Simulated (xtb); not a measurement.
xtb input (GFN2-xTB):

```bash
xtb mol.xyz --gfn 2 --sp --chrg -1 --uhf 0
```
mol.xyz:
```
2

Se    -0.00000000    -0.00000000    -0.71565625
Cl     0.00000000     0.00000000     1.43131250
```

Output:

```
           -------------------------------------------------
          |                Calculation Setup                |
           -------------------------------------------------

           -------------------------------------------------
          |                 G F N 2 - x T B                 |
           -------------------------------------------------

        Reference                      10.1021/acs.jctc.8b01176
      * Hamiltonian:
        H0-scaling (s, p, d)           1.850000    2.230000    2.230000
        zeta-weighting                 0.500000
      * Dispersion:
        s8                             2.700000
        a1                             0.520000
        a2                             5.000000
        s9                             5.000000
      * Repulsion:
        kExp                           1.500000    1.000000
        rExp                           1.000000
      * Coulomb:
        alpha                          2.000000
        third order                    shell-resolved
        anisotropic                    true
        a3                             3.000000
        a5                             4.000000
        cn-shift                       1.200000
        cn-exp                         4.000000
        max-rad                        5.000000

          ...................................................
          :                      SETUP                      :
          :.................................................:
          :  # basis functions                  20          :
          :  # atomic orbitals                  18          :
          :  # shells                            6          :
          :  # electrons                        14          :
          :  max. iterations                   250          :
          :  Hamiltonian                  GFN2-xTB          :
          :  restarted?                      false          :
          :  GBSA solvation                  false          :
          :  PC potential                    false          :
          :  electronic temp.          300.0000000     K    :
          :  accuracy                    1.0000000          :
          :  -> integral cutoff          0.2500000E+02      :
          :  -> integral neglect         0.1000000E-07      :
          :  -> SCF convergence          0.1000000E-05 Eh   :
          :  -> wf. convergence          0.1000000E-03 e    :
          :  Broyden damping             0.4000000          :
          :  net charge                         -1          :
          :  unpaired electrons                  0          :
          ...................................................

 iter      E             dE          RMSdq      gap      omega  full diag
   1     -8.0009081 -0.800091E+01  0.116E+01    3.06       0.0  T
   2     -8.0025187 -0.161066E-02  0.740E+00    2.90       1.0  T
   3     -8.0031182 -0.599459E-03  0.997E-01    2.71       1.0  T
   4     -8.0032193 -0.101080E-03  0.554E-01    2.73       1.0  T
   5     -8.0034567 -0.237421E-03  0.437E-01    2.73       1.0  T
   6     -8.0036724 -0.215679E-03  0.613E-01    2.67       1.0  T
   7     -8.0037053 -0.329524E-04  0.679E-02    2.68       1.0  T
   8     -8.0037062 -0.866369E-06  0.135E-02    2.69       5.2  T
   9     -8.0037062 -0.149167E-07  0.350E-03    2.69      20.2  T
  10     -8.0037062 -0.131131E-08  0.341E-04    2.69     207.3  T
  11     -8.0037062 -0.239808E-12  0.840E-06    2.69    8417.5  T

   *** convergence criteria satisfied after 11 iterations ***

         #    Occupation            Energy/Eh            Energy/eV
      -------------------------------------------------------------
         1        2.0000           -0.8891181             -24.1941
         2        2.0000           -0.5287008             -14.3867
         3        2.0000           -0.2825257              -7.6879
         4        2.0000           -0.2616057              -7.1187
         5        2.0000           -0.2616057              -7.1187
         6        2.0000           -0.1735117              -4.7215
         7        2.0000           -0.1735117              -4.7215 (HOMO)
         8                         -0.0747342              -2.0336 (LUMO)
         9                          0.1913741               5.2076
        10                          0.1913741               5.2076
        11                          0.2025651               5.5121
        12                          0.2025651               5.5121
       ...                                ...                  ...
        18                          0.7266159              19.7722
      -------------------------------------------------------------
                  HL-Gap            0.0987775 Eh            2.6879 eV
             Fermi-level           -0.1241230 Eh           -3.3776 eV

 SCC (total)                   0 d,  0 h,  0 min,  0.004 sec
 SCC setup                      ...        0 min,  0.000 sec (  3.655%)
 Dispersion                     ...        0 min,  0.000 sec (  1.821%)
 classical contributions        ...        0 min,  0.000 sec (  0.827%)
 integral evaluation            ...        0 min,  0.001 sec ( 14.743%)
 iterations                     ...        0 min,  0.002 sec ( 54.094%)
 molecular gradient             ...        0 min,  0.001 sec ( 15.752%)
 printout                       ...        0 min,  0.000 sec (  7.644%)

         :::::::::::::::::::::::::::::::::::::::::::::::::::::
         ::                     SUMMARY                     ::
         :::::::::::::::::::::::::::::::::::::::::::::::::::::
         :: total energy              -8.002371002997 Eh    ::
         :: gradient norm              0.012378267383 Eh/a0 ::
         :: HOMO-LUMO gap              2.687872533770 eV    ::
         ::.................................................::
         :: SCC energy                -8.003706193791 Eh    ::
         :: -> isotropic ES            0.113672399183 Eh    ::
         :: -> anisotropic ES         -0.008789198952 Eh    ::
         :: -> anisotropic XC         -0.003811284718 Eh    ::
         :: -> dispersion             -0.000974805690 Eh    ::
         :: repulsion energy           0.001335190794 Eh    ::
         :: add. restraining           0.000000000000 Eh    ::
         :: total charge              -1.000000000000 e     ::
         :::::::::::::::::::::::::::::::::::::::::::::::::::::

           -------------------------------------------------
          |                Property Printout                |
           -------------------------------------------------

    * Orbital Energies and Occupations

         #    Occupation            Energy/Eh            Energy/eV
      -------------------------------------------------------------
         1        2.0000           -0.8891181             -24.1941
         2        2.0000           -0.5287008             -14.3867
         3        2.0000           -0.2825257              -7.6879
         4        2.0000           -0.2616057              -7.1187
         5        2.0000           -0.2616057              -7.1187
         6        2.0000           -0.1735117              -4.7215
         7        2.0000           -0.1735117              -4.7215 (HOMO)
         8                         -0.0747342              -2.0336 (LUMO)
         9                          0.1913741               5.2076
        10                          0.1913741               5.2076
        11                          0.2025651               5.5121
        12                          0.2025651               5.5121
        13                          0.2037720               5.5449
        14                          0.2037720               5.5449
        15                          0.2331991               6.3457
Note: The following floating-point exceptions are signalling: IEEE_UNDERFLOW_FLAG IEEE_DENORMAL
normal termination of xtb
        16                          0.2559319               6.9643
        17                          0.2559319               6.9643
        18                          0.7266159              19.7722
      -------------------------------------------------------------
                  HL-Gap            0.0987775 Eh            2.6879 eV
             Fermi-level           -0.1241230 Eh           -3.3776 eV

     #   Z          covCN         q      C6AA      α(0)
     1  34 Se       0.887    -0.847   256.044    28.043
     2  17 Cl       0.887    -0.153   103.921    15.596

 Mol. C6AA /au·bohr⁶  :        683.749886
 Mol. C8AA /au·bohr⁸  :      40195.789149
 Mol. α(0) /au        :         43.638823

Wiberg/Mayer (AO) data.
largest (>0.10) Wiberg bond orders for each atom

 ---------------------------------------------------------------------------
     #   Z sym  total        # sym  WBO       # sym  WBO       # sym  WBO
 ---------------------------------------------------------------------------
     1  34 Se   1.233 --     2 Cl   1.233
     2  17 Cl   1.233 --     1 Se   1.233
 ---------------------------------------------------------------------------

Topologies differ in total number of bonds
Writing topology from bond orders to xtbtopo.mol

molecular dipole:
                 x           y           z       tot (Debye)
 q only:        0.000       0.000       0.730
   full:       -0.000      -0.000       0.319       0.810
molecular quadrupole (traceless):
                xx          xy          yy          xz          yz          zz
 q only:        1.335       0.000       1.335       0.000       0.000      -2.670
  q+dip:        2.706       0.000       2.706      -0.000      -0.000      -5.412
   full:        1.917       0.000       1.917      -0.000      -0.000      -3.834

           -------------------------------------------------
          | TOTAL ENERGY               -8.002371002997 Eh   |
          | GRADIENT NORM               0.012378267383 Eh/α |
          | HOMO-LUMO GAP               2.687872533770 eV   |
           -------------------------------------------------

------------------------------------------------------------------------
------------------------------------------------------------------------
 total:
 SCF:
```

This state (charge -1, singlet) is run at the relaxed geometry of the species with charge 0 and multiplicity 2.
